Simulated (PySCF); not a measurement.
B(F)2(SMe) (CH3BF2S), SMILES S(B(F)F)C.

Coordinates come from a B3LYP-D3(BJ)/def2-SVP optimisation. Other conformers were not sampled.

Method: PBE/def2-TZVP (PySCF).

```json
{
 "total_energy": "-662.46078 hartree",
 "point_group": "Cs",
 "highest_occupied_level": "-6.49 eV",
 "lowest_empty_level": "-0.78 eV",
 "orbital_gap": "5.71 eV",
 "dipole_moment": "2.11 D",
 "quadrupole, principal values (traceless, Buckingham form, about the centre of nuclear charge)": "-3.86, 0.95, 2.92 D·Å",
 "mean_static_polarisability": "46.1 bohr³ (6.84 Å³)",
 "polarisability_principal_values": "35.5, 45.6, 57.3 bohr³"
}
```
